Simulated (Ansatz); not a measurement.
Breaking the C1–H4 bond in N-methylmethanimine (SMILES C=NC) (multiplicity 1 held, fragments rigid). Energies count from the point at 1.092 Å.
Geometry at that point (charge 0, multiplicity 1):
```csv
atom,x (Å),y (Å),z (Å)
C,1.0907,-0.3756,-0.0039
N,-0.0396,0.4998,0.2247
C,-1.1803,0.1063,-0.1344
H,1.8220,0.1452,-0.6258
H,1.5768,-0.5834,0.9517
H,0.8208,-1.3261,-0.4849
H,-1.3608,-0.8667,-0.6118
H,-2.0440,0.7482,0.0278
```

Unrestricted levels (U-) break spin symmetry where that is lower. Active spaces are followed from a long bond inwards. Levels need not reach the same state.

Frozen-core correlation.

Run with Ansatz (Gaussian basis) for Hartree–Fock, density functionals and correlated methods. 

Question: What energy at R = 3.495 Å does FIC-MRCISD+Q on CASSCF(2,2)/cc-pVDZ give?

Answer: 445 kJ/mol

Question: Predict the energy at R = 3.495 Å from U-MP2/cc-pVDZ.

Answer: 469 kJ/mol

Doubts at one or more of the structures used: a spin-contaminated determinant (U-MP2/cc-pVDZ).

Ansatz is a quantum-chemistry and plane-wave program.
